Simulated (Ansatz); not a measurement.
Input (CCSDT(Q)/cc-pVDZ; Ansatz, a quantum-chemistry and plane-wave program):

Ansatz 0.2 input:
```yaml
crystal:
  periodic: [false, false, false]
  atoms:
    - {symbol: B, position_ang: [1.13071808, 0.41590090, 1.09535100]}
    - {symbol: C, position_ang: [0.04745290, -0.01764886, 0.00581989]}
    - {symbol: F, position_ang: [-1.06001858, 0.74015452, 0.26562320]}
    - {symbol: F, position_ang: [-0.33302308, -1.31129401, 0.06558291]}
    - {symbol: F, position_ang: [0.40141664, 0.22148481, -1.27456135]}
    - {symbol: H, position_ang: [1.13969332, -0.15104333, 2.13423548]}
    - {symbol: H, position_ang: [1.84662409, 1.32432418, 0.84428726]}
basis:
  gaussian:
    orbitals: cc-pVDZ
magnetization: {spin_polarized: false}
correlation: {method: ccsdt_q, electrons: outside_noble_gas}
```

Output:

```
Functional definition: HF
integrals: 0.09 GiB planned
1482 factors; integrals over basis functions are off by at most 1.6e-7 eV
mean field: 0.33 GiB planned
mean field evaluation 1: about -9848.0081 eV, gradient 3.9e1 eV
mean field evaluation 2: about -9848.1724 eV, gradient 3.9e1 eV
mean field evaluation 4: about -9851.2557 eV, gradient 3.1e0 eV
mean field evaluation 8: about -9851.3008 eV, gradient 1.7e-1 eV
mean field evaluation 16: about -9850.2779 eV, gradient 2.2e1 eV
mean field -9851.30093238 eV, -362.0286318132 hartree, gradient 2.1e-6 eV, S^2 0.000000; 0 other end points of the search recorded, 0 dependent functions left out
5 core orbitals not correlated
reference -9851.30093238 eV, -362.0286318132 hartree; 15, 15 occupied and 60, 60 virtual orbitals, 1482 factors
second order -20.78898375 eV of doubles, -0.00000000 eV of singles
coupled cluster: 4.57 GiB planned
cycle   1  -20.94294444 eV  change   -1.5e-1 eV  update   1.1e-1
cycle   2  -21.65337254 eV  change   -7.1e-1 eV  update   5.5e-2
cycle   3  -22.03744577 eV  change   -3.8e-1 eV  update   2.3e-2
cycle   4  -22.01621756 eV  change    2.1e-2 eV  update   7.7e-3
cycle   5  -21.99530652 eV  change    2.1e-2 eV  update   4.6e-3
cycle   6  -21.99909063 eV  change   -3.8e-3 eV  update   1.7e-3
cycle   7  -22.00200121 eV  change   -2.9e-3 eV  update   8.5e-4
cycle   8  -22.00177726 eV  change    2.2e-4 eV  update   3.9e-4
cycle   9  -22.00134181 eV  change    4.4e-4 eV  update   1.4e-4
cycle  10  -22.00150940 eV  change   -1.7e-4 eV  update   6.5e-5
cycle  11  -22.00137497 eV  change    1.3e-4 eV  update   2.8e-5
cycle  12  -22.00137256 eV  change    2.4e-6 eV  update   1.6e-5
cycle  13  -22.00137580 eV  change   -3.2e-6 eV  update   5.7e-6
cycle  14  -22.00137820 eV  change   -2.4e-6 eV  update   3.2e-6
cycle  15  -22.00137097 eV  change    7.2e-6 eV  update   1.9e-6
cycle  16  -22.00137024 eV  change    7.3e-7 eV  update   9.8e-7
perturbative correction -0.04425176 eV, -0.0016262221 hartree
Total energy: -9873.34655438 eV, -362.8387934786 hartree
```
